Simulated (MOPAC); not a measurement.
MOPAC input (PM6):

```
PM6 1SCF GEO-OK AUX(PRECISION=9) THREADS=1
Cl3FGe

F     0.02353500 1   -0.07973500 1    1.90817600 1
Ge    0.00231100 1   -0.00782900 1    0.18735800 1
Cl   -1.66397700 1   -1.14159700 1   -0.48233700 1
Cl    1.82873700 1   -0.83526000 1   -0.51261500 1
Cl   -0.18157000 1    2.03380700 1   -0.36793300 1
```

Output:

```
 *******************************************************************************
 **                                                                           **
 **                              MOPAC v23.2.5                                **
 **                                                                           **
 *******************************************************************************
 ** MOPAC's Digital Object Identifier: https://doi.org/10.5281/zenodo.6511958 **
 **                                                                           **
 ** Please cite the open-source release paper for use of this MOPAC version:  **
 ** J. E. Moussa and J. J. P. Stewart (2026)                                  **
 ** MOPAC: An open-source semiempirical molecular orbital program             **
 ** J. Open Source Softw., 11(119), 8025, https://doi.org/10.21105/joss.08025 **
 *******************************************************************************

                              PM6 CALCULATION RESULTS

 *******************************************************************************
 *  PM6        - The PM6 Hamiltonian to be used
 *  GEO-OK     - OVERRIDE INTERATOMIC DISTANCE AND OTHER SAFETY CHECKS
 *  1SCF       - DO 1 SCF AND THEN STOP
 *  AUX        - OUTPUT AUXILIARY INFORMATION
 *******************************************************************************
PM6 1SCF GEO-OK AUX(PRECISION=9) THREADS=1
 Cl3FGe

   ATOM   CHEMICAL          X               Y               Z
  NUMBER   SYMBOL      (ANGSTROMS)     (ANGSTROMS)     (ANGSTROMS)

     1       F          0.02353500  *  -0.07973500  *   1.90817600  *
     2      Ge          0.00231100  *  -0.00782900  *   0.18735800  *
     3      Cl         -1.66397700  *  -1.14159700  *  -0.48233700  *
     4      Cl          1.82873700  *  -0.83526000  *  -0.51261500  *
     5      Cl         -0.18157000  *   2.03380700  *  -0.36793300  *

          CARTESIAN COORDINATES

    NO.       ATOM           X           Y           Z

     1         F          0.0235     -0.0797      1.9082
     2        Ge          0.0023     -0.0078      0.1874
     3        Cl         -1.6640     -1.1416     -0.4823
     4        Cl          1.8287     -0.8353     -0.5126
     5        Cl         -0.1816      2.0338     -0.3679

 General Reference for PM6:
 "Optimization of Parameters for Semiempirical Methods V: Modification of NDDO Approximations
 and Application to 70 Elements", J. J. P. Stewart, J. Mol. Mod., 13, 1173-1213 (2007)
 URL: https://link.springer.com/article/10.1007/s00894-007-0233-4

           Empirical Formula: F Ge Cl3  =     5 atoms

      MOLECULAR POINT GROUP   :   C3v

      RHF CALCULATION, NO. OF DOUBLY OCCUPIED LEVELS = 16

 -------------------------------------------------------------------------------
 PM6 1SCF GEO-OK AUX(PRECISION=9) THREADS=1
 Cl3FGe

     1SCF WAS SPECIFIED, SO BFGS WAS NOT USED
     SCF FIELD WAS ACHIEVED

                              PM6 CALCULATION
                                                       MOPAC v23.2.5 Linux

          FINAL HEAT OF FORMATION =       -162.35251 KCAL/MOL =    -679.28288 KJ/MOL

          COSMO AREA              =        138.92 SQUARE ANGSTROMS
          COSMO VOLUME            =        131.14 CUBIC ANGSTROMS

          IONIZATION POTENTIAL    =         12.131608 EV
          HOMO LUMO ENERGIES (EV) =        -12.132 -2.315
          NO. OF FILLED LEVELS    =         16
          MOLECULAR WEIGHT        =        197.9474         POINT GROUP:  C3v

          MOLECULAR DIMENSIONS (Angstroms)

            Atom       Atom       Distance
           Cl     5   Cl     4     3.50625
           Cl     3    F     1     3.11284
           Cl     5    F     1     2.30672

          SCF CALCULATIONS        =          1

   ATOM   CHEMICAL          X               Y               Z
  NUMBER   SYMBOL      (ANGSTROMS)     (ANGSTROMS)     (ANGSTROMS)

     1       F          0.02353500  *  -0.07973500  *   1.90817600  *
     2      Ge          0.00231100  *  -0.00782900  *   0.18735800  *
     3      Cl         -1.66397700  *  -1.14159700  *  -0.48233700  *
     4      Cl          1.82873700  *  -0.83526000  *  -0.51261500  *
     5      Cl         -0.18157000  *   2.03380700  *  -0.36793300  *

                             CARTESIAN COORDINATES

   1    F        0.023535000    -0.079735000     1.908176000
   2   Ge        0.002311000    -0.007829000     0.187358000
   3   Cl       -1.663977000    -1.141597000    -0.482337000
   4   Cl        1.828737000    -0.835260000    -0.512615000
   5   Cl       -0.181570000     2.033807000    -0.367933000

           Empirical Formula: F Ge Cl3  =     5 atoms

      MOLECULAR POINT GROUP   :   C3v

                  EIGENVALUES
 -40.05387 -27.56636 -27.16429 -27.16429 -19.86563 -16.43892 -16.43892 -15.21266
 -14.39694 -14.39694 -12.35626 -12.28715 -12.28715 -12.14498 -12.13161 -12.13161
  -2.31460  -1.11222  -1.11221  -0.22366  87.71839  87.95788  88.13542  88.13542
  88.72686  88.72686  88.92347  88.92347  89.13483  89.45828  89.48294  89.48294
  89.81192  89.81192  90.00945

              NET ATOMIC CHARGES AND DIPOLE CONTRIBUTIONS

  ATOM NO.   TYPE          CHARGE      No. of ELECS.   s-Pop       p-Pop       d-Pop
    1          F          -0.412581        7.4126     1.96422     5.44837
    2         Ge           1.183891        2.8161     1.09532     1.72079
    3         Cl          -0.257104        7.2571     1.99720     5.25654     0.00336
    4         Cl          -0.257103        7.2571     1.99720     5.25654     0.00336
    5         Cl          -0.257104        7.2571     1.99720     5.25654     0.00336
 DIPOLE           X         Y         Z       TOTAL
 POINT-CHG.    -0.013     0.043    -1.033     1.034
 HYBRID         0.001    -0.002     0.042     0.042
 SUM           -0.012     0.041    -0.991     0.992

          ATOMIC ORBITAL ELECTRON POPULATIONS

     Atom    s        px        py        pz      x^2-y^2     xz        z^2       yz        xy
    1  F   1.96422   1.96948   1.96874   1.51015
    2 Ge   1.09532   0.60324   0.60310   0.51445
    3 Cl   1.99720   1.57917   1.78216   1.89521   0.00059   0.00063   0.00046   0.00031   0.00137
    4 Cl   1.99720   1.50341   1.86372   1.88941   0.00090   0.00079   0.00045   0.00019   0.00103
    5 Cl   1.99720   1.95194   1.38971   1.91489   0.00158   0.00003   0.00051   0.00075   0.00049

 **********************
 *                    *
 * JOB ENDED NORMALLY *
 *                    *
 **********************

 == MOPAC DONE ==
```

The geometry given is a B3LYP-D3(BJ)/def2-TZVP minimum.
